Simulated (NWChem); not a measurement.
Species: TaOCl₃; SMILES [Cl][Ta]([Cl])([Cl])=[O]

Results from NWChem. Structure relaxed at the PBE0/def2-SVP level. Not confirmed as a minimum by frequencies. def2 effective core potentials on Ta; no spin-orbit coupling. Total energies compare along this basis series because the functional is fixed.

```tsv
level	basis functions	energy (Ha)	highest occupied level (eV)	orbital gap (eV)	dipole (D)
PBE/def2-SVP	100	-1512.0293	-8.29	4.83	1.46
PBE/def2-SVPD	139	-1512.0499	-8.46	4.72	1.44
PBE/def2-TZVP	182	-1512.6101	-8.31	4.75	1.51
PBE/def2-TZVPD	221	-1512.6123	-8.35	4.73	1.49
PBE/def2-TZVPP	213	-1512.6142	-8.30	4.76	1.52
```
